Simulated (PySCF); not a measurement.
C3H9NSi, SMILES C/N=C/[SiH2]C.

Geometry: r2SCAN-D4/def2-SVP. The structure was generated by enumeration; whether it is a known compound was not checked. One conformer was computed; it need not be the lowest.

Computed with SMD-ωB97X/6-31G* (PySCF).

Solvation free energies are E(SMD) − E(gas) at the gas-phase geometry, for 1 M in both phases. In vacuum the dipole moment is 0.84 D.

Computed solvation free energies in water, diethylether, ethylethanoate:
```
solvent         ΔG(solv) (kcal/mol)  its non-electrostatic (CDS) part  dipole (D)
--------------  -------------------  --------------------------------  ----------
water                          -0.4                               3.2        1.17
diethylether                   -2.5                              -0.2        1.04
ethylethanoate                 -2.2                               0.4        1.07
```
